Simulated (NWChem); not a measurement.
ZrOClF; SMILES [O]=[Zr]([F])[Cl]

Computed with NWChem. All runs use the structure optimised with PBE0/def2-SVP. def2 effective core potentials on Zr; no spin-orbit coupling. B3LYP is NWChem's, with the RPA form of VWN correlation. Vertical excitations in the gas phase; the lowest state need not have the same character in each row.

For level B3LYP/def2-SVPD, TDA:

```yaml
lowest excitation, singlet (eV): 3.81
orbital gap (eV): 4.97
```

### Question
Estimate the same quantities for level LDA (Slater exchange, VWN5)/def2-SVPD, TDA.

### Answer
| Item | Value |
|---|---|
| lowest excitation, singlet (eV) | 3.39 |
| orbital gap (eV) | 3.33 |
